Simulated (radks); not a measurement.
Values are calculated unless marked as measured or tabulated.
How relativity changes the ionisation of neutral vanadium ([Ar] 3d3 4s2) to V+ ([Ar] 3d4). Spin-unpolarised spherical Kohn-Sham, PBE, point nucleus unless stated (finite: rms radius 3.6002 fm), a radial shooting solver on a logarithmic mesh with Libxc functionals. A level marked "c x" has the speed of light scaled by that factor and shares open shells by 2j + 1; other Dirac levels either fill j = l - 1/2 first or share by 2j + 1.

| level | E(V) (hartree) | E(V+) (hartree) | IE (eV) | HOMO | <r> HOMO (bohr) |
|---|---|---|---|---|---|
| non-rel. | -943.58213 | -943.32840 | 6.904 | 4s | 3.378 |
| scalar-rel. | -949.00523 | -948.74075 | 7.197 | 4s | 3.350 |
| scalar-rel., finite nucleus | -949.00301 | -948.73853 | 7.197 | 4s | 3.350 |
| Dirac, 2j+1 shares | -949.01672 | -948.75223 | 7.197 | 4s1/2 | 3.350 |
| Dirac, low j first | -949.02106 | -948.75736 | 7.176 | 4s1/2 | 3.352 |
| Dirac, 2j+1 shares, finite nucleus | -949.01450 | -948.75001 | 7.197 | 4s1/2 | 3.350 |
| Dirac, c x 1.25 | -947.04289 | -946.78230 | 7.091 | 4s1/2 | 3.360 |
| Dirac, c x 1.5 | -945.97895 | -945.72046 | 7.034 | 4s1/2 | 3.366 |
| Dirac, c x 10 | -943.63574 | -943.38190 | 6.907 | 4s1/2 | 3.378 |

NIST Atomic Spectra Database: 6.746 eV (measured). The relativistic part of the total energy of V is -5.432 hartree (Dirac, 2j+1 shares, finite nucleus), 0.58 % of the non-relativistic value. Spin polarisation and multiplet splitting of open shells are left out at every level.

Beside tabulated values, note that spin-unpolarised runs miss the spin-polarisation part of the exchange energy of open shells.
